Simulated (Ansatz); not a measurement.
Reaction (ligand exchange at a B–Br bond): `NB(Cl)Br` + HCl → `NB(Cl)Cl` + HBr

Gas-phase electronic energies from Ansatz, PBE0-D4/def2-TZVP geometries. CCSD(T)/CBS is the MP2 limit (def2-TZVPP, def2-QZVPP) plus CCSD(T) − MP2 in def2-TZVPP, frozen cores. This one scheme is used for every species. Functionals use def2-TZVPP. For Br outer-core shells are correlated without core-valence functions, which leaves a few kJ/mol of doubt a bond. Scalar relativity is left out up to krypton. Each species was taken in one conformer, which may not be the lowest.

| level | ΔE (kcal/mol) | difference from CCSD(T)/CBS |
| --- | --- | --- |
| PBE-D4 | -2.2 | -0.8 |
| r2SCAN0-D4 | -2.3 | -0.9 |
| PBE-QIDH | -1.9 | -0.5 |
| revPBE | -2.4 | -1.0 |
| RPA@PBE/def2-TZVPP | -1.6 | -0.2 |
| CCSD/def2-SVP | -4.2 | -2.8 |
| CCSD(T)/def2-SVP | -4.0 | -2.6 |
| MP2/def2-TZVPP | -1.3 | 0.1 |
| CCSD/def2-TZVPP | -1.8 | -0.4 |
| CCSD(T)/def2-TZVPP | -1.7 | -0.3 |
| CCSD(T)/CBS | -1.4 | 0 |

Largest T1 diagnostic among the species: 0.010.

At CCSD(T), def2-SVP lies −2.6 kcal/mol from the extrapolated value and def2-TZVPP −0.3 kcal/mol. Leaving LDA and LC-ωPBE aside and taking each functional with its dispersion term where it has one, the values, not all of them listed here, spread over 1.2 kcal/mol, from B97M-V to PBE-QIDH.
